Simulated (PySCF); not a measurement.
## Solvent effects on NMR parameters

Atom-mapped SMILES (the numbers label the heavy atoms): `[CH3:1][S:2][c:3]1[cH:4][cH:5][c:6]([CH2:7][OH:8])[cH:9][cH:10]1`. Hydrogens are named by the atom that carries them.

GIAO PBE0/pcSseg-1 in PySCF on one PBE0-D3(BJ)/def2-SVP conformer, non-relativistic, equivalent nuclei averaged. Solvents enter as an IEF-PCM continuum (methanol with ε = 32.6, water with ε = 78.4) around the gas-phase geometry. Shifts are referred to TMS, CS2 computed in the same medium.

In methanol, δ in ppm: C3 146.2, C6 145.4, C5/C9 132.4, C4/C10 129.6, C7 67.8, C1 17.2, S2 -11.0, H(C5)/H(C9) 7.63, H(C4)/H(C10) 7.32, H(C7) 4.78, H(C1) 2.46, H(O8) 0.90. Dipole moment 1.40 D.

Problem. How does each δ change in the more polar medium?

Solution. 
| atoms | environment | Δδ, water |
| --- | --- | --- |
| C3 | aromatic carbon bearing sulfur | 0.0 |
| C6 | substituted aromatic carbon | +0.1 |
| C5/C9 | aromatic CH | +0.1 |
| C4/C10 | aromatic CH | +0.1 |
| C7 | sp3 CH2 bonded to O, on an aromatic ring | 0.0 |
| C1 | methyl carbon bonded to S | 0.0 |
| S2 | sulfide sulfur | -0.4 |
| H(C5)/H(C9) | hydrogen on an aromatic CH | +0.01 |
| H(C4)/H(C10) | hydrogen on an aromatic CH | +0.01 |
| H(C7) | hydrogen on an sp3 CH2 bonded to O, on an aromatic ring | 0.00 |
| H(C1) | hydrogen on a methyl carbon bonded to S | +0.01 |
| H(O8) | hydrogen on an alcohol oxygen | +0.03 |

Changes are relative to methanol. The dipole moment becomes 1.41 D in water.

Problem. Which of the listed nuclei move most (in ppm), and what does the model miss? (N and O are left out, as their reference compounds move with the solvent too.)

Solution. S2 (sulfide sulfur, -0.4 ppm) in water. A continuum only polarises the solute; specific hydrogen bonds, the anisotropy of aromatic solvents and changes of geometry or conformer are outside it.
